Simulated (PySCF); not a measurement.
The complex [Mo(H2O)6]3+ (charge +3) contains Mo(III), shell d3. The structure is a PBE0-D3(BJ)/def2-SVP, IEF-PCM water geometry optimised for multiplicity 4; coordination octahedral, point group Th, metal–donor distances 2.10 Å.

Method (PySCF 2.14, density fitting): CASSCF(3,5) with orbitals averaged over all microstates of the shell, strongly contracted NEVPT2 on the averaged canonical orbitals; basis x2c-TZVPall on the metal, x2c-SVPall elsewhere; spin-free X2C; IEF-PCM water; spin-orbit coupling by state interaction with the mean-field operator over all roots.

CASSCF energies above the lowest CASSCF root:

```
state  CASSCF / cm⁻¹
  4Ag              0
  2Eg          14358
  2Tg          14903
  2Tg          22506
  4Tg          26002
  4Tg          33748
  2Ag          37536
  2Tg          39706
  2Tg          40201
  2Eg          41890
  2Tg          45395
  2Tg          50246
  2Ag          51929
  4Tg          54992
  2Eg          62047
  2Tg          65471
  2Tg          66949
  2Tg          72340
  2Tg          86894
  2Eg          96433
```

Problem. How does dynamic correlation (SC-NEVPT2) move these states?

Solution. 
```
state  NEVPT2 / cm⁻¹  shift / cm⁻¹
  4Ag              0             0
  2Eg          12631         -1726
  2Tg          13065         -1838
  2Tg          20005         -2500
  4Tg          27517         +1515
  4Tg          33769           +21
  2Ag          37650          +115
  2Tg          39394          -312
  2Tg          39820          -381
  2Eg          41174          -716
  2Tg          43918         -1477
  2Tg          47219         -3027
  2Ag          48828         -3101
  4Tg          56982         +1990
  2Eg          57784         -4263
  2Tg          66549         +1077
  2Tg          67247          +298
  2Tg          71350          -990
  2Tg          82644         -4249
  2Eg          96925          +492
```

An active orbital has only 0.72 squared overlap with the free ion's shell, so the metal shell alone is a small active space here. NEVPT2 on the d shell alone tends to put d–d bands too high for such charged or covalently bound ions.
